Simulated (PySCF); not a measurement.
Atoms are numbered as in `[F:1][P@OH8-:2]([F:3])([F:4])([F:5])([F:6])[F:7]`.

Geometry: GFN2-xTB; GIAO shifts from PySCF 2.14, gas phase, non-relativistic, averaged over equivalent atoms.

At PBE0/pcSseg-1 (126 basis functions, about 23 core-seconds):
```tsv
atoms	δ (ppm)
F7	-86.1
F5/F6	-86.1
F3/F4	-86.1
F1	-86.2
P2	-123.4
```

References, each an isolated molecule treated in the same way: CFCl3 for ¹⁹F (170.95 ppm); ³¹P (318.38 ppm) against H3PO4.

**Question.** What do these become at PBE/6-311G**?

**Answer.** 
| atoms | δ at PBE/6-311G** | change |
| --- | --- | --- |
| F7 | -108.7 | -22.6 |
| F5/F6 | -108.8 | -22.7 |
| F3/F4 | -108.8 | -22.7 |
| F1 | -108.8 | -22.6 |
| P2 | 196.2 | +319.6 |

References, each an isolated molecule treated in the same way: ¹⁹F (σ = 131.48 ppm) vs CFCl3; ³¹P (σ = 604.54 ppm) against PH3.

The largest change is at P2 (phosphorus bonded to 6 F). Cost: 134 basis functions, 40 s wall time (32 s CPU) on 1 thread of an Intel Xeon, shared host.

Unscaled 19F shifts against computed CFCl3 carry errors that often reach 10 to 50 ppm. Experimental scales use liquid or dissolved standards, which lie at an offset from isolated H3PO4.
